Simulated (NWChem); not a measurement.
Species: CF2 cation, doublet

```xyz
3

F      1.0870     0.0000    -0.1431
C      0.0000     0.0000     0.4293
F     -1.0870     0.0000    -0.1431
```
Atoms are numbered in this order, from 1.

All runs: NWChem. Spin-unrestricted. In the optimisation the excess spin sits in a1 (C2v, its own frame). All runs use the structure optimised with B3LYP/6-31G* (spherical d), spin-unrestricted. No stability test was run on the SCF state. B3LYP is NWChem's, with the RPA form of VWN correlation. Vertical excitations in the gas phase; the lowest state need not have the same character in each row. Excited states of an open shell can be spin-contaminated.

```
level                lowest excitation (eV)  oscillator strength of that lowest state  lowest empty minus highest occupied level, either spin (eV)
-------------------  ----------------------  ----------------------------------------  -----------------------------------------------------------
PBE/def2-SVP, TDA                         …                                     0.011                                                            …
B3LYP/def2-SVP, TDA                    4.20                                     0.012                                                         5.11
PBE0/def2-SVP, TDA                     4.24                                     0.012                                                         6.14
```

What belongs in the gaps?


- PBE/def2-SVP, TDA, lowest excitation (eV): 4.13
- PBE/def2-SVP, TDA, lowest empty minus highest occupied level, either spin (eV): 2.76
